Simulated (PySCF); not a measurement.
C₄H₄Cl₂, SMILES CC=C=C(Cl)Cl.

Geometry optimised at B3LYP-D3(BJ)/def2-SVP.

The numbers are results of PySCF with PBE0/def2-TZVP, not measurements.

Gas-phase values at a fixed geometry.

Computed frontier levels, gap, dipole moment and polarisability:
```json
{
 "highest_occupied_level": "-7.23 eV",
 "lowest_empty_level": "-1.00 eV",
 "orbital_gap": "6.23 eV",
 "dipole_moment": "2.69 D",
 "quadrupole, principal values (traceless, Buckingham form, about the centre of nuclear charge)": "-4.27, -2.37, 6.65 D·Å",
 "mean_static_polarisability": "78.6 bohr³ (11.64 Å³)",
 "polarisability_principal_values": "50.0, 68.9, 116.8 bohr³"
}
```
